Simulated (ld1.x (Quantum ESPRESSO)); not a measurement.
# indium, TM semilocal: configuration errors across variants

ld1.x (Quantum ESPRESSO) 7.5 input, shortened:

```
&input
   title='In', zed=49., rel=1, dft='PZ', iswitch=3,
   config='[Kr] 4d10 5s2 5p0'
 /
 &inputp
   pseudotype=1, tm=.true., lloc=0,
   nlcc=.true.
 /
2
5P  2  1   0.00   0.00  1.90  1.90  0.0
5S  1  0   2.00   0.00  1.80  1.80  0.0
 &test
   configts(1)='5s2 5p0'
 /
```

All-electron excitation energies from the reference (eV): (1) 5s2 5p1 -5.595; (2) 5s1 5p0 19.661; (3) 5s2 5p0.5 -3.549; (4) 5s0 5p3 6.568; (5) 5s2 5p1.3 -6.177; (6) 5s1 5p1 6.695; (7) 5s1 5p2 0.344; (8) 5s2 5p1 spin -5.711; (9) 5s1 5p0 spin 19.437.

Spin tests fill each open shell by Hund’s rule, majority spin first.

In the semilocal form every listed channel keeps its own potential, so the choice of the local channel does not act on these tests. It acts once the file is put into the separable form.

A semilocal file is local in each channel, so a ghost entry of none says nothing of the separable form that plane-wave codes build from it.

The default core radius of the base comes out at 1.98 bohr.

2 further variants failed, have other tests or another functional or relativity, and are left out.

A true bound ghost makes a file unfit for plane-wave use even where its test errors are small: the radial tests pick states by their node count and pass the ghost by.

Errors AE − PS in meV (a dash: test not solved or not reliable):

```tsv
change	(1)	(2)	(3)	(4)	(5)	(6)	(7)	(8)	(9)	bound ghosts
base	-11	-110	-3.8	-19	-13	-14	-1.3	-11	-111	none
wave 5p (bound): rc 1.90 bohr becomes 5p (bound): rc 1.62 bohr	-8.0	-110	-3.5	-9.4	-9.0	-10	+1.5	-7.2	-111	none
all radii but the core radius scaled by about 0.86 (s 1.56, p 1.64 bohr)	-6.4	-107	-2.8	-11	-7.1	-10	+0.9	-5.7	-106	none
core correction a·sin(br)/r model core inside 1.92 bohr	-11	-112	-3.8	-21	-13	-15	-1.7	-11	-115	none
wave 5s (bound): rc 1.80 bohr becomes 5s (bound): rc 1.70 bohr	-10	-111	-3.7	-23	-13	-15	-2.0	-11	-112	none
form changed from semilocal to separable (Kleinman–Bylander), still TM	-11	-110	-4.0	-20	-14	-15	-1.4	-12	-111	none
all radii but the core radius scaled by about 0.80 (s 1.44, p 1.52 bohr)	+2.3	-87	-0.3	+2.3	+5.4	-0.3	+3.7	+4.4	-54	s (extra level of the local part)
wave 5p (bound): rc 1.90 bohr becomes 5p (bound): rc 2.60 bohr	-11	-110	-3.8	-37	-14	-19	-5.8	-11	-111	none
```

Q: Give the same row for: all radii but the core radius scaled by about 0.82 (s 1.48, p 1.56 bohr).

A: -1.7, -97, -1.5, -3.8, -0.2, -5.2, +2.5, -0.1, -83; bound ghosts: p.
